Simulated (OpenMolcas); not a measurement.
Xe3+: effect of the basis set

```yaml
Program: OpenMolcas
Method: CASSCF
Active_space: 3 electrons in 3 orbitals (5p)
State_averaging: 2S+1 = 4 odd, 1 root; 2S+1 = 2 odd, 8 roots
Spin-orbit_coupling: state interaction with AMFI integrals over the reference wave functions, term energies averaged over their components
```

A. ANO-R1 [6s5p3d1f], X2C, finite nucleus; cost roughly 2.6 core-seconds
B. ANO-RCC-VDZP [6s5p3d1f], DKH2, point nucleus; cost about 2.8 core-seconds
C. ANO-R2 [7s6p4d2f1g], X2C, finite nucleus; cost roughly 2.4 core-seconds
D. ANO-RCC-VTZP [7s6p4d2f1g], DKH2, point nucleus; cost about 3 core-seconds
E. ANO-RCC-VQZP [8s7p5d3f2g], DKH2, point nucleus; cost of the order of 4 core-seconds
F. ANO-R3 [8s7p5d4f3g2h], X2C, finite nucleus; cost roughly 9 core-seconds

Energies in eV above 5s² 5p³ ⁴S°_3/2, the measured ground level; measured values from Saloman, J. Phys. Chem. Ref. Data 33, 765 (2004).

| Level | A | B | C | D | E | F | Measured |
| --- | --- | --- | --- | --- | --- | --- | --- |
| 5s² 5p³ ⁴S°_3/2 | 0.0000 | 0.0000 | 0.0000 | 0.0000 | 0.0000 | 0.0000 | 0.0000 |
| 5s² 5p³ ²D°_3/2 | 2.1272 | 2.1066 | 2.1702 | 2.1704 | 2.1659 | 2.1676 | 1.6449 |
| 5s² 5p³ ²D°_5/2 | 2.6437 | 2.6329 | 2.6328 | 2.6317 | 2.6361 | 2.6339 | 2.1711 |
| 5s² 5p³ ²P°_1/2 | 4.1939 | 4.1673 | 4.2125 | 4.2110 | 4.2140 | 4.2126 | 3.4761 |
| 5s² 5p³ ²P°_3/2 | 5.0171 | 5.0131 | 4.9229 | 4.9191 | 4.9378 | 4.9291 | 4.4200 |

Deviations, from unrounded energies. A percentage is the sum of absolute deviations over the sum of measured energies, with the sign that they share, or ± where signs differ.

```tsv
Against measurement	Levels	A	B	C	D	E	F
mean absolute deviation (cm-1)	4	4600	4500	4500	4500	4500	4500
other terms of the ground configuration (%)	4	+19.4	+18.9	+19.0	+19.0	+19.1	+19.1
```

A, B, C, D, E, F lie about equally close to measurement. The largest miss of B in the table is 5s² 5p³ ²P°_1/2, by +5600 cm-1. The ranking rests on the paired levels alone, and a cruder setting can come out closer through cancelling errors.

Among A to F the level of the table that moves most is 5s² 5p³ ²P°_3/2, by 790 cm-1 (lowest in D, highest in A).

With the s shell closed, the reference lacks s² → p² mixing. The basis is small and was not contracted for so high a charge (holds for A; B). Measured partners are found by configuration, term and J. A level has none where our copy of the source lacks it or the pairing is in doubt (some pairs that miss far off the trend of their configuration count as doubtful), and it then counts in no deviation. Levels of configurations outside the active space are missing.

° marks odd parity.
